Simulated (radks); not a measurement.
Values are calculated unless marked as measured or tabulated.
Q: Code: a radial shooting solver on a logarithmic mesh with Libxc functionals. Model: Dirac Kohn-Sham, LDA (Slater exchange, Perdew-Wang correlation), spin-unpolarised, spherical densities, point nucleus; open shells fill j = l - 1/2 first. Each species is in its NIST ground configuration. Rank Ne2+, F2+, Be2+, C2+, B2+, O2+, N2+ by radius at which the density is 0.001 e/bohr^3 (bohr), largest first.

A: B2+ 2.88, C2+ 2.80, N2+ 2.69, O2+ 2.58, F2+ 2.47, Ne2+ 2.38, Be2+ 1.48.
